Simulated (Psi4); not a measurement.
A dimer, C2H4 ··· CHF3 (SMILES C=C and FC(F)F); the first 6 atoms form monomer A.

```
11

C     -0.6111    -0.2416     0.0826
C      0.6111     0.2416    -0.0826
H     -1.4150    -0.0047    -0.6038
H     -0.8587    -0.8940     0.9112
H      0.8586     0.8939    -0.9112
H      1.4150     0.0047     0.6038
F     -2.2515     3.2187     1.4209
C     -1.0156     2.8736     1.8076
F     -0.1886     3.8961     1.5494
F     -1.0276     2.6595     3.1306
H     -0.6885     1.9770     1.2805
```

Task: What interaction energy does SAPT0/jun-cc-pVDZ, frozen core (Psi4 1.11) give, and which attractive term is the largest?

Result: Total -1.14 kcal/mol: electrostatics -4.16, exchange 5.99, induction -1.29, dispersion -1.70. The most attractive term is electrostatics.
